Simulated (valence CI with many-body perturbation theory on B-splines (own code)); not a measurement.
**Energy levels of Cu²⁴⁺**

Computed by relativistic CI+MBPT: three valence electrons over a frozen Dirac-Fock core [He], radial functions for each j: 11 s, 11 p, 9 d, 7 f, 5 g, 2 h, 1 i, with the one-electron correlation potential Σ1 (screened to all orders), the two-electron term Σ2, the three-electron term Σ3, Breit, model QED; selected single and double excitations, second order for the rest (own B-spline code, finite nucleus).

No measured levels were compared; by estimate levels of excited configurations hold to 0.05 to 0.15 % of their energy, terms of the ground configuration to about 0.5 %.

Levels 1 to 45 of 89, with energies above the lowest level, 2s2 2p 2P°_1/2. "Leading %" is the weight of the configuration and term that name the level; weights of strongly mixed levels are sums over their largest components and can fall short. In the jj column 3d3/2^4 stands for four electrons in 3d with j = 3/2.

```tsv
No.	Configuration	Term	J	E (eV)	Leading %	Second component	Leading jj
1	2s2 2p	2P°	1/2	0.0	98		2s^2 2p1/2 (98 %)
2	2s2 2p	2P°	3/2	23.7	98		2s^2 2p3/2 (98 %)
3	2s 2p2	4P	1/2	60.1	93	6 % 2s 2p2 2S	2s 2p1/2^2 (69 %)
4	2s 2p2	4P	3/2	72.4	99		2s 2p1/2 2p3/2 (95 %)
5	2s 2p2	4P	5/2	82.1	89	11 % 2s 2p2 2D	2s 2p1/2 2p3/2 (67 %)
6	2s 2p2	2D	3/2	111.9	92	8 % 2s 2p2 2P	2s 2p1/2 2p3/2 (87 %)
7	2s 2p2	2D	5/2	118.4	89	11 % 2s 2p2 4P	2s 2p3/2^2 (67 %)
8	2s 2p2	2P	1/2	125.4	67	28 % 2s 2p2 2S	2s 2p1/2 2p3/2 (63 %)
9	2s 2p2	2S	1/2	150.6	66	32 % 2s 2p2 2P	2s 2p3/2^2 (85 %)
10	2s 2p2	2P	3/2	152.2	92	8 % 2s 2p2 2D	2s 2p3/2^2 (81 %)
11	2p3	4S°	3/2	187.6	80	14 % 2p3 2P°	2p1/2^2 2p3/2 (66 %)
12	2p3	2D°	3/2	208.8	74	14 % 2p3 4S°	2p1/2 2p3/2^2 (73 %)
13	2p3	2D°	5/2	215.2	100		2p1/2 2p3/2^2 (100 %)
14	2p3	2P°	1/2	235.1	98		2p1/2 2p3/2^2 (98 %)
15	2p3	2P°	3/2	249.2	73	20 % 2p3 2D°	2p3/2^3 (91 %)
16	2s2 3s	2S	1/2	1291.0	95		2s^2 3s (95 %)
17	2s2 3p	2P°	1/2	1316.6	92		2s^2 3p1/2 (92 %)
18	2s2 3p	2P°	3/2	1323.2	92		2s^2 3p3/2 (92 %)
19	2s 2p 3s	4P°	1/2	1341.8	95		2s 2p1/2 3s (96 %)
20	2s2 3d	2D	3/2	1346.3	95		2s^2 3d3/2 (95 %)
21	2s 2p 3s	4P°	3/2	1347.2	87	10 % 2s 2p 3s 2P°	2s 2p1/2 3s (80 %)
22	2s2 3d	2D	5/2	1348.3	96		2s^2 3d5/2 (96 %)
23	2s 2p 3s	2P°	1/2	1356.7	94		2s 2p1/2 3s (85 %)
24	2s 2p 3p	4D	1/2	1364.1	75	21 % 2s 2p 3p 2P	2s 2p1/2 3p1/2 (97 %)
25	2s 2p 3s	4P°	5/2	1364.7	98		2s 2p3/2 3s (98 %)
26	2s 2p 3p	4D	3/2	1368.9	70	19 % 2s 2p 3p 2P	2s 2p1/2 3p1/2 (78 %)
27	2s 2p 3s	2P°	3/2	1374.9	89	8 % 2s 2p 3s 4P°	2s 2p3/2 3s (94 %)
28	2s 2p 3p	4S	3/2	1375.4	24	22 % 2s 2p 3p 2P	2s 2p1/2 3p3/2 (89 %)
29	2s 2p 3p	2P	1/2	1378.0	62	22 % 2s 2p 3p 4D	2s 2p1/2 3p3/2 (61 %)
30	2s 2p 3p	4D	5/2	1378.6	84	10 % 2s 2p 3p 4P	2s 2p1/2 3p3/2 (73 %)
31	2s 2p 3p	4P	1/2	1379.8	88	7 % 2s 2p 3p 2S	2s 2p1/2 3p1/2 (67 %)
32	2s 2p 3p	2D	3/2	1383.6	51	25 % 2s 2p 3p 4S	2s 2p1/2 3p3/2 (82 %)
33	2s 2p 3d	4F°	3/2	1391.3	86	7 % 2s 2p 3d 2D°	2s 2p1/2 3d3/2 (95 %)
34	2s 2p 3p	4P	3/2	1393.4	49	22 % 2s 2p 3p 2P	2s 2p3/2 3p1/2 (86 %)
35	2s 2p 3p	4D	7/2	1394.6	100		2s 2p3/2 3p3/2 (100 %)
36	2s 2p 3d	4F°	5/2	1394.7	80	14 % 2s 2p 3d 4D°	2s 2p1/2 3d3/2 (47 %)
37	2s 2p 3p	4P	5/2	1395.9	56	30 % 2s 2p 3p 2D	2s 2p3/2 3p1/2 (80 %)
38	2s 2p 3p	4S	3/2	1397.7	41	28 % 2s 2p 3p 2P	2s 2p3/2 3p3/2 (86 %)
39	2s 2p 3d	4P°	5/2	1400.3	45	27 % 2s 2p 3d 2D°	2s 2p1/2 3d5/2 (72 %)
40	2s 2p 3d	4F°	7/2	1400.4	72	22 % 2s 2p 3d 4D°	2s 2p1/2 3d5/2 (76 %)
41	2s 2p 3d	4D°	3/2	1402.2	56	27 % 2s 2p 3d 4P°	2s 2p1/2 3d3/2 (46 %)
42	2s 2p 3d	4D°	1/2	1402.7	81	9 % 2s 2p 3d 2P°	2s 2p1/2 3d3/2 (78 %)
43	2s 2p 3p	2D	5/2	1404.5	67	31 % 2s 2p 3p 4P	2s 2p3/2 3p3/2 (91 %)
44	2s 2p 3s	2P°	1/2	1405.1	94		2s 2p3/2 3s (81 %)
45	2s 2p 3s	2P°	3/2	1405.3	75	7 % 2s 2p 3d 2P°	2s 2p3/2 3s (69 %)
```

Names give the largest LS component (configuration and term), which can be under half, so a name can repeat, a term be missing and a line seem to break the LS rules; names also repeat where a configuration has a term twice.

The ionisation energy to 2s2 1S_0 of the next ion comes out as 2307.8 eV (NIST: 2307.3 ± 1 eV (semi-empirical)). All 89 levels together are meant to be complete up to 1493.5 eV.
